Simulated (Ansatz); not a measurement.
`N=C1OB1[SiH3]` + `FC#CF` → `FC#C[SiH3]` + `N=C1OB1F`  (formal exchange of groups at the Si–B bond)

Computed with Ansatz on PBE0-D4/def2-TZVP structures; ΔE is electronic, products minus reactants. CCSD(T)/CBS is the MP2 limit (def2-TZVPP, def2-QZVPP) plus CCSD(T) − MP2 in def2-TZVPP, frozen cores. This one scheme is used for every species. DFT in def2-TZVPP. Each species was taken in one conformer, which may not be the lowest.

Task: Is it downhill or uphill in electronic energy at CCSD(T)/CBS, and by how much? (An estimate is asked.)

Result: Ansatz gave: Downhill: ΔE = -338.6 kJ/mol.

Task: What do these levels give: LDA (SPW92), revPBE-D4, r2SCAN-D4, r2SCANh-D4, r2SCAN0-D4, PBE-QIDH, revPBE, r2SCANh, r2SCAN0, HF/def2-TZVPP, MP2/def2-QZVPP, MP2/CBS(def2)? (Best estimate.)

Result: The calculation gave: LDA (SPW92) -310.2, revPBE-D4 -314.1, r2SCAN-D4 -338.4, r2SCANh-D4 -338.3, r2SCAN0-D4 -338.0, PBE-QIDH -336.1, revPBE -313.3, r2SCANh -338.6, r2SCAN0 -338.3, HF/def2-TZVPP -345.9, MP2/def2-QZVPP -355.7, MP2/CBS(def2) -355.9 kJ/mol.

Largest T1 diagnostic among the species: 0.017.

Leaving LDA and LC-ωPBE aside and taking each functional with its dispersion term where it has one, the values, not all of them listed here, spread over 29.6 kJ/mol, from B97M-V to PBE-D4. LDA lies +3.5 kJ/mol from PBE without D4. At CCSD(T), def2-SVP lies +6.6 kJ/mol from the extrapolated value and def2-TZVPP +0.9 kJ/mol. From BLYP to BHLYP (50 % exact exchange), in def2-TZVPP and without D4, ΔE moves by −12.2 kJ/mol.
